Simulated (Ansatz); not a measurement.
The same ligand exchange along the group F, Cl, Br.

Isolated molecules relaxed with PBE0-D4/def2-TZVP in Ansatz; ΔE leaves out vibrations. CCSD(T)/CBS adds triple-zeta CCSD(T) − MP2 to the extrapolated MP2 energy (def2 sets, frozen cores). This one scheme is used for every species. Functionals use def2-TZVPP. def2 core potentials past Kr. For Br, Sn outer-core shells are correlated without core-valence functions, which leaves a few kJ/mol of doubt a bond. Scalar relativity is left out up to krypton. Each species was taken in one conformer, which may not be the lowest.

```tsv
reaction	LDA (SPW92) (kJ/mol)	MP2/CBS(def2) (kJ/mol)
`[NH2][Sn][F]` + silanol → `[NH2][Sn][O][SiH3]` + H–F	26	13
`[NH2][Sn][Cl]` + silanol → `[NH2][Sn][O][SiH3]` + HCl	56	52
`[NH2][Sn][Br]` + silanol → `[NH2][Sn][O][SiH3]` + HBr	69	69
```

Problem. Give the CCSD(T)/CBS values in the same order. (An estimate is asked.)

Solution. The calculation gave: 16, 50, 65 kJ/mol.

Largest T1 diagnostic: 0.017, for `[NH2][Sn][F]`.
